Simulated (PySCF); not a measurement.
Cartesian coordinates (Å):
```xyz
5

Cd    -0.0287    -0.0592     0.0016
N      1.4883    -1.4060    -0.1279
H      2.1556    -1.2406     0.6417
H      2.0314    -1.2239    -0.9864
Br    -1.9987     1.3523     0.1663
```
Charge 0, multiplicity 1.

Q: Estimate the charge on the central atom (Mulliken), HOMO–LUMO gap, dipole moment, HOMO, total energy and LUMO that TPSSh-D3(BJ)/def2-TZVP // PBE-D3(BJ)/def2-SVP run with PySCF 2.14.0 returns for this input.

A: 
```json
{
 "charge on the central atom (Mulliken)": "0.72 e",
 "HOMO–LUMO gap": "4.80 eV",
 "dipole_moment": "2.57 D",
 "HOMO": "-6.70 eV",
 "total_energy": "-2797.8045 Ha",
 "LUMO": "-1.90 eV"
}
```
